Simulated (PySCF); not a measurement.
**Electronic structure of Be (beryllium, neutral) at the UHF level**

Configuration: [He] 2s2, closed-shell 1S. All numbers are calculated (PySCF 2.14, the spin-free X2C one-electron Hamiltonian (Gaussian nucleus), in Sapporo-DZP-2012).

- Total energy: -14.571933 hartree
- One-electron energy: -19.0501 hartree
- Hartree (Coulomb) energy: 7.1441 hartree
- Exchange energy: -2.6660 hartree
- ⟨S²⟩: 0.0000
- ⟨L²⟩: 0.000
- Sum of ⟨r⟩: 6.135 bohr
- Sum of ⟨r²⟩: 17.30 bohr²
- Langevin diamagnetic susceptibility: -13.7 ×10⁻⁶ cm³/mol
- Time after the integrals: 0.02 s of wall time on 1 thread of Intel(R) Xeon(R) 6975P-C (shared host)

| shell | electrons | mean orbital energy (hartree) | rms radius, mean of both spins (bohr) |
| --- | --- | --- | --- |
| 1s | 2 | -4.73822 | 0.482 |
| 2s | 2 | -0.30867 | 2.90 |
